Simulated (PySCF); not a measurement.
Method: PBE0-D4/def2-TZVP // PBE0-D4/def2-SVP run with PySCF. Gas-phase values, no solvent. One relaxed conformer stands for a flexible species; it need not be the lowest. Delta-SCF ions had no search for a lower state. 

Reference species (SMILES): `c1cc2c(cc(B)cc2B)s1` (neutral, multiplicity 1).

```
Quantity                                   Value
--------------------------------------  --------
LUMO                                    -2.50 eV
HOMO                                    -6.89 eV
HOMO–LUMO gap                            4.39 eV
vertical ionisation energy (Delta-SCF)   8.49 eV
```

Changed species: `c1cc(B)c2c(scc2)c1B`.

Task: What does the change do to the LUMO, HOMO, HOMO–LUMO gap and vertical ionisation energy (Delta-SCF)?

Result: the LUMO falls by 0.49 eV, to -2.99 eV; the HOMO rises by 0.11 eV, to -6.78 eV; the HOMO–LUMO gap drops by 0.60 eV, to 3.79 eV; the vertical ionisation energy (Delta-SCF) decreases by 0.08 eV, to 8.41 eV.
